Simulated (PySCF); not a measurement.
AlF4, SMILES [F][Al-]([F])([F])[F], charge -1.

The structure is a stationary point at PBE-D3(BJ)/def2-SVPD. The isomer is the one that the SMILES or the coordinates give; other isomers of the formula were not compared.

Level of theory: CAM-B3LYP/def2-SVPD (PySCF).

Gas-phase values at a fixed geometry.

Computed frontier levels, gap, dipole moment and polarisability:
- highest occupied level: -7.22 eV
- lowest empty level: 4.25 eV
- orbital gap: 11.48 eV
- dipole moment about the centre of nuclear charge: 0.000 e·Å
- mean static polarisability: 28.6 bohr³ (4.23 Å³)
- polarisability, principal values: 28.6, 28.6, 28.6 bohr³
